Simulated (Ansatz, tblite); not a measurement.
Forces on the cluster Sr₄Te₄⁺ at its PBE-D4/def2-SVP geometry. Total charge 1; doublet.

In the def2 sets Sr, Te take a core potential; there is no spin–orbit coupling. The xTB rows come from tblite. At PBE-D4/def2-TZVP the gap within one spin of the charge 1 doublet nearly closes, so an electron or hole may be smeared out by delocalisation error. Another isomer (doublet) lies 0.34 eV lower at PBE0-D4/def2-TZVP; other spin states weren't run for this one.

GFN1-xTB (tblite), largest force 0.72 eV/Å:

```xyz
8
positions Å, forces eV/Å
Sr   -1.447   -2.156    0.598    0.243    0.342   -0.108
Sr   -0.807    1.963    1.618    0.145   -0.310   -0.270
Sr    2.605   -0.496    0.336   -0.430    0.080   -0.038
Sr   -0.352    0.688   -2.553    0.044   -0.111    0.420
Te    0.489   -0.737    2.687   -0.139    0.188   -0.680
Te    0.773   -2.152   -1.668   -0.186    0.557    0.417
Te    1.480    2.345   -0.547   -0.369   -0.604    0.126
Te   -2.740    0.545   -0.470    0.694   -0.142    0.134
```

GFN2-xTB (tblite), largest force 0.31 eV/Å:

```
Sr 0.106 0.149 -0.056
Sr 0.064 -0.128 -0.124
Sr -0.308 0.055 -0.021
Sr 0.003 -0.045 0.181
Te 0.017 -0.042 0.139
Te 0.128 -0.073 -0.091
Te 0.149 0.068 -0.061
Te -0.158 0.017 0.033
```

PBE-D4/def2-TZVP (Ansatz), largest force 0.10 eV/Å:

```
Sr 0.050 0.076 -0.023
Sr 0.028 -0.069 -0.057
Sr -0.097 0.019 -0.019
Sr 0.019 -0.027 0.095
Te -0.004 0.008 -0.026
Te -0.008 0.019 0.017
Te -0.015 -0.021 0.007
Te 0.026 -0.005 0.005
```
